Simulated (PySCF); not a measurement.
Input for PySCF: R-M06-2X/def2-TZVPP on H2O2S2 (SMILES OSSO).

```python
from pyscf import gto, dft

mol = gto.M(
    atom='''
    O     1.76342453    0.64436865   -0.24843891
    S     1.12708227   -0.72954427    0.48144267
    S    -0.52267809   -1.23619078   -0.48259029
    O    -1.82072687   -0.45785544    0.24854471
    H     1.43491159    1.41476764    0.23445897
    H    -1.98191342    0.36455419   -0.23341715
    ''',
    basis='def2-tzvpp',
    charge=0, spin=0, verbose=4, max_memory=1800)
mf = dft.RKS(mol, xc='m062x').density_fit(auxbasis='def2-universal-jkfit')
mf.grids.level = 4
mf.conv_tol = 1e-9
mf.max_cycle = 150
mf.kernel()
mf.dip_moment()
```

### Question
What total energy does the run end on?

### Answer
-948.0098 hartree.
